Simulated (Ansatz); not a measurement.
A nudged elastic band was laid between two geometries of ClGaH2 + H (5 atoms, charge 0, multiplicity 2).

Theory: UKS PBE/def2-SVP (Ansatz 0.2.0).

| Quantity | Value |
| --- | --- |
| movable images | 5 |
| climbing image | yes |
| spring | 5.0 eV/Å² |
| optimiser | quadratic models (default) |
| start path | through a guess of the saddle point |
| force threshold | 0.05 eV/Å |
| iteration limit | 60 |
| end points | relaxed |

Image 0:

```xyz
5
Properties=species:S:1:pos:R:3
Ga 0.010 -0.003 -0.269
Cl 0.061 -0.058 1.902
H 1.418 0.013 -0.963
H -1.429 0.013 -0.895
H -0.061 0.036 5.304
```

Image 6:

```xyz
5
Properties=species:S:1:pos:R:3
Ga -0.001 0.003 -0.368
Cl 0.002 -0.005 3.251
H 1.395 0.004 -1.179
H -1.398 0.004 -1.177
H 0.003 -0.007 4.553
```

What changes between the two ends?

Bonds broken: Ga1–Cl2. Bonds formed: Cl2–H5. ClGaH2 + H becomes ClH + GaH2.

Give the energies along the band, and the barrier.

The run converged. The highest image is number 3 of 0 to 6, 0.45 eV above the first end and 0.24 eV above the last; the last end lies 0.20 eV above the first. A vibrational analysis at the climbing image gives 2 clearly imaginary modes (364i, 339i cm⁻¹): a point of higher order, so a lower path passes nearby.

```csv
image,path coordinate (Å),energy (eV),Ga1–Cl2 (Å),Cl2–H5 (Å)
0,0.00,0.00,2.17,3.41
1,0.51,0.01,2.17,2.84
2,1.02,0.09,2.18,2.26
3,1.53,0.45,2.44,1.54
4,1.95,0.29,2.88,1.34
5,2.36,0.22,3.24,1.31
6,2.78,0.20,3.62,1.30
```

What is the geometry of the highest image?


```xyz
5
Properties=species:S:1:pos:R:3
Ga 0.000 0.002 0.021
Cl 0.000 0.000 2.464
H 1.417 0.001 -0.706
H -1.417 0.001 -0.706
H 0.000 -0.003 4.007
```

Time of the run: 76 s on 1 thread of Arm Neoverse V2, on a shared host, peak memory 0.13 GiB.
